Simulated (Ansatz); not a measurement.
Bend profile

CAlF2N (SMILES N#[C][Al]([F])[F]), singlet, at its PBE0-D4/def2-TZVP minimum:

N1  (1.528, -1.249, 1.352)
C2  (0.794, -0.652, 0.694)
Al3  (-0.420, 0.334, -0.393)
F4  (-1.703, -0.425, -1.042)
F5  (-0.150, 1.918, -0.652)
(Å)

The angle F5–Al3–F4 (121.5° at the minimum) is set to the values below, F5, with anything bonded beyond it, turning rigidly in the plane of the angle. Each method's energies count from its own value at the PBE0-D4 minimum structure. Program: Ansatz 0.2.0. Basis: def2-TZVPP. Cores are frozen in the correlated methods.

CCSD(T) energies along the scan:
```csv
angle (°),CCSD(T) (kJ/mol)
103.5,23.2
108.0,12.7
112.5,5.4
117.0,1.3
121.5,0.0
126.0,1.5
130.5,5.8
135.0,13.0
139.5,23.2
```
They count from the CCSD(T) energy at the PBE0-D4 minimum.

Minimum and curvature along this coordinate at CCSD(T): A fifth-order fit through the nearest points gives 121.3°, with a curvature of about 1.4 meV/deg².

Largest difference from the CCSD(T) curve over the scan: PBE0-D4 1.3; wB97M-V 1.5; MP2 0.3 kJ/mol. Each curve counts from its own value at the minimum.

No T1 diagnostic of these runs exceeds 0.015.

For scale, one of the runs: CCSD(T)/def2-TZVPP, 166 basis functions (an equivalent command: `ansatz run in.yaml --threads 4`). Hardware: 4 CPU threads, shared host. Wall time 33 s; peak host memory 1.4 GiB.
